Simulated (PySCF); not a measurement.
GeH3, charge -1. Atoms are numbered in the order given.

```xyz
4

Ge     0.0000     0.0000    -0.0767
H      1.1607     0.6701     0.8184
H     -1.1607     0.6701     0.8184
H      0.0000    -1.3403     0.8184
```
Charge -1, spin multiplicity 1.

The structure is a stationary point at r2SCAN-D4/def2-TZVPD.

All values below come from PBE0/def2-TZVPD (PySCF).

Symmetry labels are those of the subgroup Cs that the program uses (full group C3v).

Question: List the valence orbital energies around the gap with their symmetry. (Estimate from the structure and the level; the computed values follow.)

Answer: 
| orbital | symmetry | energy (eV) |
|---|---|---|
| HOMO−7 | A' | -26.23 |
| HOMO−6 | A" | -26.14 |
| HOMO−5 | A' | -26.14 |
| HOMO−4 | A' | -26.08 |
| HOMO−3 | A' | -8.25 |
| HOMO−2 | A" | -2.52 |
| HOMO−1 | A' | -2.52 |
| HOMO | A' | 0.03 |
| LUMO | A' | 4.75 |
| LUMO+1 | A' | 5.90 |
| LUMO+2 | A" | 5.90 |
| LUMO+3 | A' | 6.91 |
